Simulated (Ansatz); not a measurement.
(CuSH)2 ring (Cu2H2S2), relaxed as a singlet with RKS PBE0-D4/def2-SVP in Ansatz, starting from the GFN2-xTB geometry. Force threshold 0.02 eV/Å.

Start:

```csv
atom,x (Å),y (Å),z (Å)
Cu1,-0.622,-0.801,-0.878
S2,-1.756,0.912,0.195
Cu3,0.539,1.222,0.123
S4,1.673,-0.485,-0.959
H5,-1.790,0.339,1.391
H6,1.956,-1.188,0.129
```

```tsv
step	energy (eV)	largest force component (eV/Å)	SCF passes
1	-110947.6940	0.614	28
2	-110947.7886	0.355	33
3	-110947.8073	0.181	34
4	-110947.8123	0.020	34
```

Force components are those of the run's own axes.

End:

Cartesian coordinates in Å:
```
Cu -0.572 -0.718 -0.830
S -1.808 0.940 0.197
Cu 0.491 1.133 0.086
S 1.721 -0.497 -0.991
H -1.847 0.357 1.419
H 2.015 -1.216 0.119
```

By distances, no bond broke or formed. The bond that changes most is S4–H6, from 1.33 to 1.35 Å (atoms count from 1).

No frequencies were taken in this run, so the end may be a saddle point.

Run time 13 s (4 threads of Arm Neoverse V1 on a shared host).
